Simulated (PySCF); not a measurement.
H4P2, SMILES PP. Geometry: PBE-D3(BJ)/def2-TZVP.

The numbers are results of PySCF 2.14.0 with PBE-D3(BJ)/def2-TZVP, not measurements.

Harmonic wavenumbers (cm⁻¹): 92, 426, 606, 613, 837, 887, 1050, 1058, 2303, 2312, 2312, 2325. Rotational constants (GHz): 63.38, 5.727, 5.695; symmetry number 2.

**Question.** Work out the zero-point energy and the ideal-gas rigid-rotor harmonic-oscillator thermochemistry at 298.15 K and 1 atm.

**Answer.** ZPE = ½ Σ hcν = ½ × 14821 cm⁻¹ = 88.65 kJ/mol. H − E(el) = 102.58 kJ/mol. Entropy in J/(mol K): translation 160.99, rotation 88.66, vibration 24.42, total 274.07. G − E(el) = 20.87 kJ/mol. Cp = 63.21 J/(mol K). Modes under 150 cm⁻¹ make the vibrational entropy uncertain.
